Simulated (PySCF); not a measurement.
C2H4O2, triplet, geometry from GFN2-xTB (a higher spin typed on purpose: for a closed-shell molecule this is an excited state); CASCI(2,3)+NEVPT2/STO-3G in PySCF.

The PySCF input:
```python
from pyscf import gto, scf, mcscf, mrpt
import numpy

mol = gto.Mole()
mol.atom = '''
    C    -1.40558956   -0.23252543    0.36488159
    O    -0.14428792   -0.85389520    0.15637384
    C     0.92828655   -0.02252752   -0.01088862
    O     0.98491682    1.05055034   -0.70706714
    H    -1.56861993    0.54297538   -0.38875152
    H    -2.14607910   -1.02657899    0.28131666
    H    -1.46836334    0.21659235    1.36190653
    H     1.32184935    0.22408790    1.02711683
'''
mol.basis = 'sto-3g'
mol.spin = 2
mol.verbose = 3
mol.build()

mf = scf.ROHF(mol)
mf.kernel()
mc = mcscf.CASCI(mf, 3, 2)
mc.fix_spin_(ss=2.0)
mc.kernel()
occ = numpy.linalg.eigvalsh(mc.fcisolver.make_rdm1(mc.ci, mc.ncas, mc.nelecas))[::-1]
ss = mc.fcisolver.spin_square(mc.ci, mc.ncas, mc.nelecas)[0]
print('natural occupations', occ.round(4), ' <S^2>', round(ss, 4))
e2 = mrpt.NEVPT(mc).kernel()
print('E(NEVPT2) = %.10f' % (mc.e_tot + e2))
```

### Question
What does PySCF print? Leave out banner, timings and long lists.

### Answer

```
converged SCF energy = -224.715701312036
CASCI E = -224.715701312036  E(CI) = -1.23823074691157  S^2 = 2.0000000
natural occupations [1. 1. 0.]  <S^2> 2.0

WARN: Active orbitals [2] (occs = [6.21893413e-17]) are canonicalized with external orbitals

Sr    (-1)',   E = -0.00000837316827
Si    (+1)',   E = -0.00076423288642
Sijrs (0)  ,   E = -0.08105624985739
Sijr  (+1) ,   E = -0.03932886164143
Srsi  (-1) ,   E = -0.00347278942156
Srs   (-2) ,   E = -0.00001554766730
Sij   (+2) ,   E = -0.01037655218566
Sir   (0)' ,   E = -0.00673815997615
Nevpt2 Energy = -0.141760766804189
E(NEVPT2) = -224.8574620788
```
